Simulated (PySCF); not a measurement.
## SrSb⁺: one state, many levels of theory

State: ³Σ⁻ (triplet), unpaired electrons π ↑↑. Set-up: basis Sr def2-SVPD with ECP28, Sb def2-SVPD with ECP28; scalar-relativistic core potentials; PySCF 2.14. De refers to Sr⁺ + Sb in their high-spin ground configurations, without counterpoise correction. The functionals are run spin-unrestricted. A positive dipole points towards Sb; it is taken about the centre of mass and depends on that origin.

| Level | Re (Å) | ωe (cm⁻¹) | De (eV) | μ (D) |
| --- | --- | --- | --- | --- |
| ROHF | 3.203 | 153 | 0.074 | -13.55 |
| ROHF-MP2 | 3.177 | 151 | 0.73 | n/a |
| ROHF-SCS-MP2 | 3.191 | 148 | 0.74 | n/a |
| PBE | 3.144 | 150 | 1.49 | -10.03 |
| r²SCAN | 3.132 | 156 | 1.33 | -11.19 |
| TPSSh | 3.137 | 155 | 1.48 | -11.02 |
| PBE0 | 3.131 | 155 | 1.32 | -11.00 |
| r²SCAN0 | 3.126 | 157 | 1.22 | -11.71 |
| B97-3 | 3.151 | 149 | 1.40 | -10.97 |
| HSE06 | 3.134 | 155 | 1.38 | -10.90 |

What does a quarter of exact exchange do here, going from r²SCAN to r²SCAN0?

r²SCAN0 less r²SCAN: -0.6 pm in Re, +0.6 % in ωe, -0.11 eV in De. Exact exchange removes part of the self-interaction that spreads semilocal densities, and in most molecules shortens and stiffens the bond and lowers De; so it does here.

What does second-order correlation do here, going from ROHF to ROHF-MP2?

ROHF-MP2 less ROHF: -2.6 pm in Re, -1.3 % in ωe, +0.66 eV in De. Correlation nearly always deepens the well. The bond shortens, as in weak, metallic or heavy-atom bonds, where dispersion and the correlation of outer-core electrons pull the atoms together.

Correlated steps freeze 4 core orbitals. Correlated levels converge slowly with the basis: in double zeta they bind strong bonds too weakly, by up to about 1 eV, and carry superposition errors of some tenths. Spin–orbit coupling is left out, which matters for elements this heavy, above all for dissociation energies. For an ion De counts to the pair picked by the measured ionisation energies or electron affinities, which need not be the lowest pair at this level. The state was picked by a PBE0 search and need not be the measured ground state.

The whole job (state search and all levels along the bond) took about 3.6 min on 1 thread of Arm Neoverse V1 (shared host), peak memory 0.84 GiB.
